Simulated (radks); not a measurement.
Results of a calculation; reference values are marked as such.
Valence configurations of the gadolinium ion Gd+ (all share [Xe]). Code: a radial shooting solver on a logarithmic mesh with Libxc functionals. Model: Dirac Kohn-Sham, PBE, spin-unpolarised, spherical densities, finite nucleus; open shells are shared between the two j in proportion to 2j + 1; Fermi nuclear charge, rms radius 5.1569 fm. Energies are relative to 4f7 5d1 6s1; eigenvalues in eV.

valence,E (eV),e(4f5/2),e(4f7/2),e(5d3/2),e(5d5/2),e(6p1/2)
4f7 5d1 6s1,0.000,-15.436,-14.680,-8.589,-8.276,-
4f6.5 5d1 6s1 6p0.5,5.684,-20.518,-19.732,-10.543,-10.170,-6.818
4f7 5d2,1.112,-13.414,-12.660,-7.264,-6.984,-
4f6 5d2 6s1,9.228,-22.176,-21.362,-9.955,-9.574,-
4f6.5 5d1.5 6s1,3.941,-18.713,-17.929,-9.278,-8.931,-
4f7 6s1 6p1,3.238,-18.996,-18.237,-,-,-7.291
4f8 6s1,-4.271,-9.554,-8.855,-,-,-
4f7 6s2,-0.601,-17.751,-16.993,-,-,-
4f7 5d1 6p1,3.555,-16.671,-15.914,-9.563,-9.235,-6.650
4f7 5d0.5 6s1 6p0.5,1.469,-17.188,-16.430,-9.814,-9.476,-6.665

NIST lists [Xe] 4f7 5d1 6s1 as the ground configuration; this level of theory puts 4f8 6s1 lower, by 4.271 eV. The energies are those of spherical spin-averaged densities, not of single terms.
